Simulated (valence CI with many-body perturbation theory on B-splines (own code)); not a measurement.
# Level structure of Tl⁵⁰⁺

Calculated by relativistic CI+MBPT: three valence electrons over a frozen Dirac-Fock core [Ar] 3d10, radial functions for each j: 11 s, 11 p, 10 d, 8 f, 5 g, 2 h, with the one-electron correlation potential Σ1 (screened to all orders), the two-electron term Σ2, the three-electron term Σ3, Breit, model QED; selected single and double excitations, second order for the rest, scaled by the run's own slope (own B-spline code, finite nucleus).

The last digits are not significant, and no measured levels were compared; by estimate large intervals hold to a few tenths of a per cent, small ones and those within an open d or f shell to about a per cent.

Levels 91 to 135 of 174, with energies above the lowest level, (4s^2 4p1/2) J=1/2. "Leading %" is the weight of the configuration and term that name the level; weights of strongly mixed levels are sums over their largest components and can fall short, so below about 35 % the name and the second component can differ from the true leading terms, or belong to a minority configuration. In the jj column 3d3/2^4 stands for four electrons in 3d with j = 3/2.

| No. | Configuration | Term | J | E (× 10³ cm⁻¹) | Leading % | g | Second component | Leading jj |
| --- | --- | --- | --- | --- | --- | --- | --- | --- |
| 91 | 4s.4p.4f | 2D | 3/2 | 6887.8 | 46 | 0.957 | 23 % 4s.4d2 2P | 4s 4p3/2 4f7/2 (65 %) |
| 92 | 4s.4p.4f | 2D | 3/2 | 6896.8 | 83 | 0.770 | 8 % 4s.4p.4f 4F | 4s 4p3/2 4f5/2 (84 %) |
| 93 | 4s.4p.4f | 2F | 7/2 | 6899.4 | 47 | 1.104 | 15 % 4s.4p.4f 2G | 4s 4p3/2 4f7/2 (51 %) |
| 94 | 4s.4d2 | 2F | 7/2 | 6923.9 | 41 | 1.072 | 33 % 4s.4p.4f 2G | 4s 4d5/2^2 (32 %) |
| 95 | 4s.4p.4f | 2D | 5/2 | 6937.1 | 33 | 1.240 | 24 % 4s.4d2 2D | 4s 4d5/2^2 (50 %) |
| 96 | 4s.4p.4f | 2G | 9/2 | 6937.5 | 81 | 1.123 | 9 % 4s.4p.4f 4G | 4s 4p3/2 4f7/2 (86 %) |
| 97 | 4s.4d2 | 2G | 9/2 | 7000.7 | 34 | 1.186 | 27 % 4s.4p.4f 2G | 4s 4d5/2^2 (47 %) |
| 98 | 4s.4p.4f | 2D | 5/2 | 7031.2 | 47 | 1.206 | 24 % 4s.4d2 2D | 4s 4p3/2 4f7/2 (58 %) |
| 99 | 4s.4d2 | 2P | 3/2 | 7051.3 | 40 | 1.039 | 34 % 4s.4d2 2D | 4s 4d5/2^2 (78 %) |
| 100 | 4s.4d2 | 2S | 1/2 | 7072.1 | 65 | 1.808 | 14 % 4s.4d2 4P | 4s 4d5/2^2 (91 %) |
| 101 | 4s.4d2 | 2F | 7/2 | 7081.7 | 24 | 1.036 | 24 % 4s.4d2 2G | 4s 4d5/2^2 (47 %) |
| 102 | 4p2.4d | 2D | 3/2 | 7199.2 | 36 | 1.119 | 22 % 4p2.4d 4P | 4p3/2^2 4d3/2 (96 %) |
| 103 | 4p.4d2 | 4G° | 5/2 | 7211.0 | 53 | 0.739 | 34 % 4p.4d2 2F° | 4p1/2 4d3/2^2 (98 %) |
| 104 | 4p2.4d | 4P | 1/2 | 7244.5 | 42 | 1.537 | 30 % 4p2.4d 2P | 4p3/2^2 4d3/2 (91 %) |
| 105 | 4p2.4d | 2D | 5/2 | 7246.5 | 24 | 1.188 | 23 % 4p2.4d 4D | 4p3/2^2 4d3/2 (84 %) |
| 106 | 4p2.4d | 2F | 7/2 | 7306.3 | 47 | 1.098 | 22 % 4p2.4d 2G | 4p3/2^2 4d3/2 (83 %) |
| 107 | 4p2.4d | 2D | 3/2 | 7347.0 | 61 | 0.900 | 13 % 4p2.4d 2P | 4p3/2^2 4d3/2 (87 %) |
| 108 | 4p.4d2 | 2P° | 1/2 | 7368.8 | 43 | 0.647 | 41 % 4p.4d2 4D° | 4p1/2 4d3/2^2 (98 %) |
| 109 | 4p.4d2 | 2D° | 3/2 | 7395.5 | 39 | 0.762 | 38 % 4p.4d2 4F° | 4p1/2 4d3/2^2 (97 %) |
| 110 | 4p2.4d | 4F | 9/2 | 7422.7 | 57 | 1.235 | 37 % 4p2.4d 2G | 4p3/2^2 4d5/2 (94 %) |
| 111 | 4p2.4d | 2F | 7/2 | 7424.2 | 49 | 1.221 | 33 % 4p2.4d 4D | 4p3/2^2 4d5/2 (91 %) |
| 112 | 4p2.4d | 2P | 1/2 | 7474.0 | 50 | 1.323 | 30 % 4p2.4d 2S | 4p3/2^2 4d5/2 (92 %) |
| 113 | 4p.4d2 | 4G° | 7/2 | 7500.2 | 52 | 1.011 | 12 % 4p.4d2 2G° | 4p1/2 4d3/2 4d5/2 (91 %) |
| 114 | 4p.4d2 | 2D° | 5/2 | 7519.0 | 24 | 1.045 | 19 % 4p.4d2 4D° | 4p1/2 4d3/2 4d5/2 (92 %) |
| 115 | 4p.4d2 | 2H° | 9/2 | 7525.2 | 46 | 0.999 | 25 % 4p.4d2 2G° | 4p1/2 4d3/2 4d5/2 (80 %) |
| 116 | 4p2.4d | 2D | 5/2 | 7530.8 | 74 | 1.202 | 15 % 4p2.4d 4D | 4p3/2^2 4d5/2 (97 %) |
| 117 | 4p.4d2 | 4D° | 3/2 | 7546.3 | 38 | 1.145 | 22 % 4p.4d2 2D° | 4p1/2 4d3/2 4d5/2 (94 %) |
| 118 | 4p.4d2 | 4P° | 1/2 | 7563.3 | 49 | 1.777 | 27 % 4p.4d2 4D° | 4p1/2 4d3/2 4d5/2 (100 %) |
| 119 | 4p2.4d | 2P | 3/2 | 7615.4 | 41 | 1.173 | 28 % 4p2.4d 2D | 4p3/2^2 4d5/2 (91 %) |
| 120 | 4p.4d2 | 2F° | 7/2 | 7649.4 | 25 | 1.068 | 21 % 4p.4d2 2G° | 4p1/2 4d3/2 4d5/2 (67 %) |
| 121 | 4p2.4d | 2D | 5/2 | 7649.9 | 49 | 1.140 | 19 % 4p2.4d 2F | 4p3/2^2 4d5/2 (89 %) |
| 122 | 4p.4d2 | 4F° | 5/2 | 7657.5 | 16 | 1.102 | 15 % 4p.4d2 4D° | 4p1/2 4d3/2 4d5/2 (78 %) |
| 123 | 4p2.4f | 2G° | 7/2 | 7693.1 | 60 | 0.924 | 31 % 4p2.4f 4G° | 4p1/2 4p3/2 4f5/2 (90 %) |
| 124 | 4p.4d2 | 4D° | 3/2 | 7701.0 | 27 | 1.189 | 19 % 4p.4d2 2P° | 4p1/2 4d3/2 4d5/2 (78 %) |
| 125 | 4p2.4f | 4G° | 5/2 | 7708.3 | 44 | 0.901 | 26 % 4p2.4f 2D° | 4p1/2 4p3/2 4f5/2 (92 %) |
| 126 | 4p2.4f | 4F° | 3/2 | 7733.2 | 65 | 0.645 | 13 % 4p2.4f 2D° | 4p1/2 4p3/2 4f5/2 (85 %) |
| 127 | 4p2.4f | 4D° | 7/2 | 7746.5 | 43 | 1.242 | 15 % 4p2.4f 2F° | 4p1/2 4p3/2 4f7/2 (70 %) |
| 128 | 4p2.4f | 4G° | 9/2 | 7748.6 | 38 | 1.082 | 31 % 4p2.4f 2G° | 4p1/2 4p3/2 4f5/2 (49 %) |
| 129 | 4p2.4f | 2F° | 5/2 | 7757.2 | 46 | 0.995 | 17 % 4p2.4f 4F° | 4p1/2 4p3/2 4f5/2 (71 %) |
| 130 | 4p2.4f | 4F° | 9/2 | 7780.6 | 26 | 1.174 | 23 % 4p2.4f 2G° | 4p1/2 4p3/2 4f7/2 (63 %) |
| 131 | 4p2.4f | 2D° | 3/2 | 7782.3 | 45 | 1.020 | 28 % 4p2.4f 4D° | 4p1/2 4p3/2 4f5/2 (86 %) |
| 132 | 4p2.4f | 4F° | 9/2 | 7795.2 | 28 | 1.164 | 23 % 4p2.4f 2G° | 4p1/2 4p3/2 4f7/2 (65 %) |
| 133 | 4p2.4f | 2P° | 1/2 | 7796.6 | 59 | 0.414 | 37 % 4p2.4f 4D° | 4p1/2 4p3/2 4f5/2 (96 %) |
| 134 | 4p2.4f | 2H° | 11/2 | 7803.3 | 61 | 1.148 | 34 % 4p2.4f 4G° | 4p1/2 4p3/2 4f7/2 (95 %) |
| 135 | 4p2.4f | 2F° | 7/2 | 7803.9 | 45 | 1.108 | 13 % 4p2.4f 4G° | 4p1/2 4p3/2 4f7/2 (74 %) |

Where two levels of one J and parity lie close, their mixing, g and order are uncertain.
